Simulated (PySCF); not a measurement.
Compound: C₅H₁₀P₂S.
Cartesian coordinates in Å at the GFN2-xTB level; atoms count from 1:
```
atom  x, y, z in Å
C1    -3.7671    0.3761   -0.6081
C2    -2.9170   -0.2954    0.1500
P3    -1.4189   -1.0159   -0.5807
S4    -1.2151   -0.8656   -2.4912
C5    -0.0617   -0.3423    0.4163
C6     0.9656    0.2388   -0.1913
P7     2.3973    0.9422    0.6982
C8     3.7105    0.2129   -0.3863
H9    -3.5736    0.4944   -1.6648
H10   -4.6698    0.8203   -0.2217
H11   -3.0601   -0.4462    1.2120
H12   -1.4982   -2.3189   -0.0630
H13   -0.1330   -0.4283    1.4923
H14    0.9709    0.2850   -1.2793
H15    2.3282    2.1595    0.0046
H16    3.8155   -0.8448   -0.1479
H17    3.4627    0.3251   -1.4402
H18    4.6554    0.7095   -0.1752
```

Mayer bond orders were computed from the PBE0/pcSseg-1 density (PySCF). Isolated species at its GFN2-xTB geometry (one conformer only).

Q: The orders 0.87, 0.94, 1.69, 1.90, 1.98 belong to the bonds C1–C2, C2–P3, P3–S4, C5–C6, C6–P7, in another order. Match them.

A: C2–P3 0.87; C6–P7 0.94; P3–S4 1.69; C5–C6 1.90; C1–C2 1.98.

Q: Set the orders of all bonds between heavy atoms beside their lengths and the difference of the Hirshfeld charges at their ends.

A: 
```json
{"bond": "C1–C2", "Mayer order": "1.976", "length (Å)": "1.322", "q(first) − q(second) (e)": "+0.032"}
{"bond": "C5–C6", "Mayer order": "1.897", "length (Å)": "1.327", "q(first) − q(second) (e)": "-0.024"}
{"bond": "P3–S4", "Mayer order": "1.685", "length (Å)": "1.927", "q(first) − q(second) (e)": "+0.605"}
{"bond": "P7–C8", "Mayer order": "0.992", "length (Å)": "1.853", "q(first) − q(second) (e)": "+0.279"}
{"bond": "C6–P7", "Mayer order": "0.945", "length (Å)": "1.826", "q(first) − q(second) (e)": "-0.196"}
{"bond": "C2–P3", "Mayer order": "0.872", "length (Å)": "1.816", "q(first) − q(second) (e)": "-0.410"}
{"bond": "P3–C5", "Mayer order": "0.863", "length (Å)": "1.814", "q(first) − q(second) (e)": "+0.414"}
```

Mayer orders depend on the basis set.
